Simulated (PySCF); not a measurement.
H₂S₂, SMILES SS. Heavy atoms are numbered as in [SH:1][SH:2]. Hydrogens are named by the atom that carries them.

Coordinates come from a B3LYP-D3(BJ)/def2-TZVP optimisation.

Computed with KT2/pcSseg-2 (PySCF).

GIAO shieldings, no solvent; atoms alike by connectivity are averaged. δ = σ(ref) − σ: ³³S against H2S (σ = 720.7 ppm); ¹H against TMS (σ = 31.47 ppm), references at their B3LYP-D3(BJ)/def2-TZVP geometries, non-relativistic.

Computed chemical shifts:
```
nucleus    atoms  count  δ (ppm)
-------  -------  -----  -------
³³S      S1 (SH)      2    133.3
¹H       H on S1      2     3.31
```
